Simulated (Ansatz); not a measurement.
```yaml
crystal:
  periodic: [false, false, false]
  atoms:
    - {symbol: I, position_ang: [-2.313479, 0.873892, 0.302911]}
    - {symbol: Sn, position_ang: [0.170944, 0.012390, -0.261415]}
    - {symbol: I, position_ang: [1.226824, -0.857717, 2.044678]}
    - {symbol: H, position_ang: [-0.039068, -1.329368, -1.323973]}
    - {symbol: H, position_ang: [1.028941, 1.284639, -0.827558]}
basis:
  gaussian: {orbitals: def2-TZVP, final_grid: {core_spheres: 8, valence_spheres: 7, degree: 23}, nuclear_model: gaussian}
magnetization: {spin_polarized: true, initial_magnetization: 8}
hamiltonian: {xc: {name: PBE}, dispersion: d3bj}
```

```sh
$ ansatz run in.yaml --threads 4 --pin off --events-out ev --progress --plain --max-ram 10444MiB
```

It prints (some lines left out):

```
Functional definition: PBE
1210 factors; their error is unknown
mean field evaluation 1: about -22030.2572 eV, gradient 3.8e1 eV
mean field evaluation 2: about -21932.4379 eV, gradient 1.1e2 eV
mean field evaluation 4: about -22025.1206 eV, gradient 4.3e1 eV
mean field evaluation 8: about -22044.5618 eV, gradient 9.0e0 eV
mean field evaluation 16: about -22045.2391 eV, gradient 4.1e-5 eV
mean field -22045.23906702 eV, -810.1475929134 hartree, gradient 4.7e-6 eV, S^2 20.004108; 10 other end points of the search recorded, 0 dependent functions left out
reference -22045.23910555 eV, -810.1475943291 hartree; 41, 33 occupied and 121, 129 virtual orbitals, 1210 factors
Total energy: -22045.39630505 eV, -810.1533713044 hartree
```

(1) Something in this input is off. What?

Answers

(1) The spin is set far too high for this molecule. The calculation finished and met its thresholds. The result belongs to that input, not to the molecule as meant.
